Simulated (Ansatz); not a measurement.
`[CH3][Zn][Br]` + `C=CC(=O)O` → methyl acrylate + `[ZnH][Br]`  (substitution at a C–Zn bond)

Gas-phase electronic energies from Ansatz, PBE0-D4/def2-TZVP geometries. CCSD(T)/CBS is the MP2 limit (def2-TZVPP, def2-QZVPP) plus CCSD(T) − MP2 in def2-TZVPP, frozen cores. Functionals use def2-TZVPP. For Br, Zn outer-core shells are correlated without core-valence functions, which leaves a few kJ/mol of doubt a bond. Scalar relativity is left out up to krypton. One conformer a species, not always the lowest.

| level | ΔE (kcal/mol) | difference from CCSD(T)/CBS |
| --- | --- | --- |
| PBE-D4 | 17.1 | -1.0 |
| BLYP-D4 | 15.6 | -2.5 |
| r2SCANh-D4 | 16.8 | -1.3 |
| CAM-B3LYP-D4 | 15.3 | -2.8 |
| ωB97X-V | 15.4 | -2.7 |
| PBE | 17.6 | -0.5 |
| r2SCAN0 | 17.0 | -1.1 |
| LC-ωPBE | 17.0 | -1.1 |
| CCSD/def2-SVP | 14.5 | -3.6 |
| CCSD(T)/def2-SVP | 14.3 | -3.8 |
| CCSD(T)/CBS | 18.1 | 0 |

Largest T1 diagnostic among the species: 0.015.

From BLYP to BHLYP (50 % exact exchange), in def2-TZVPP and without D4, ΔE moves by −1.1 kcal/mol. At CCSD(T), def2-SVP lies −3.8 kcal/mol from the extrapolated value and def2-TZVPP −1.3 kcal/mol. In def2-TZVPP, CCSD(T) changes the Hartree–Fock value by +3.6 kcal/mol (the triples alone add +0.2 kcal/mol) and MP2 by +5.8 kcal/mol.
